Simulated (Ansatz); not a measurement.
SiSn8H16, an alloyed cluster cut from the lattice of tin (1 Si, core). The state is a triplet with charge 0. Geometry PBE-D4/def2-SVP, that of the neutral singlet; atoms count from 1.

Cartesian coordinates in Å:
```
Si 2.429 -0.277 0.596
Sn -1.593 -1.919 1.784
Sn -0.811 2.842 0.809
Sn -0.799 -0.373 -2.468
Sn 1.882 2.174 1.247
Sn 1.197 -1.994 2.102
Sn 1.941 -0.710 -1.916
Sn -2.268 -2.215 -0.928
Sn -1.530 2.273 -1.847
H 3.913 -0.475 0.822
H -2.199 -0.401 2.361
H -2.325 -3.166 2.744
H -1.067 4.520 1.174
H -1.817 1.922 1.880
H -1.082 -0.675 -4.160
H 2.311 2.440 2.908
H 2.867 3.228 0.282
H 1.625 -1.716 3.761
H 1.751 -3.585 1.683
H 2.437 -2.323 -2.327
H 2.881 0.387 -2.880
H -1.861 -3.825 -1.433
H -3.973 -2.011 -1.180
H -0.680 3.357 -2.903
H -3.228 2.522 -2.108
```

In the def2 sets Sn takes a core potential; there is no spin–orbit coupling. The gap within one spin of the charge 0 triplet nearly closes, so an electron or hole may be smeared out by delocalisation error. At PBE-D4/def2-SVP a singlet of charge 0 lies 3.84 eV below the triplet at the same geometry.

Q: Estimate the Mulliken populations from the PBE/def2-SVP orbitals of Ansatz.

A: 
| atom | charge (e) | spin (α − β) |
| --- | --- | --- |
| Si1 | -0.18 | 0.00 |
| Sn2 | 0.10 | 0.13 |
| Sn3 | 0.10 | 0.14 |
| Sn4 | 0.11 | 0.44 |
| Sn5 | 0.16 | 0.01 |
| Sn6 | 0.16 | 0.01 |
| Sn7 | 0.09 | 0.09 |
| Sn8 | 0.11 | 0.40 |
| Sn9 | 0.11 | 0.41 |
| H10 | 0.00 | 0.01 |
| H11 | -0.05 | 0.00 |
| H12 | -0.04 | 0.05 |
| H13 | -0.04 | 0.05 |
| H14 | -0.05 | 0.00 |
| H15 | -0.08 | 0.09 |
| H16 | -0.04 | 0.01 |
| H17 | -0.05 | 0.00 |
| H18 | -0.04 | 0.01 |
| H19 | -0.05 | 0.00 |
| H20 | -0.04 | 0.02 |
| H21 | -0.04 | 0.02 |
| H22 | -0.06 | 0.05 |
| H23 | -0.05 | 0.01 |
| H24 | -0.06 | 0.05 |
| H25 | -0.05 | 0.01 |
Mulliken values and Mayer orders depend strongly on the basis.

Q: Where does the spin sit?

A: Summed by element: Si 0.00, Sn 1.62, H 0.38, of 2 unpaired in all. Largest on single atoms: Sn4 0.44, Sn9 0.41, Sn8 0.40.

Q: And the Mayer bond orders between bonded heavy atoms (over 0.3)?

A: Si1–Sn5 0.90 (2.59 Å); Si1–Sn6 0.90 (2.59 Å); Si1–Sn7 0.89 (2.60 Å); Sn2–Sn6 0.87 (2.81 Å); Sn2–Sn8 0.74 (2.81 Å); Sn3–Sn5 0.87 (2.81 Å); Sn3–Sn9 0.73 (2.81 Å); Sn4–Sn7 0.79 (2.81 Å); Sn4–Sn8 0.46 (2.81 Å); Sn4–Sn9 0.44 (2.81 Å).
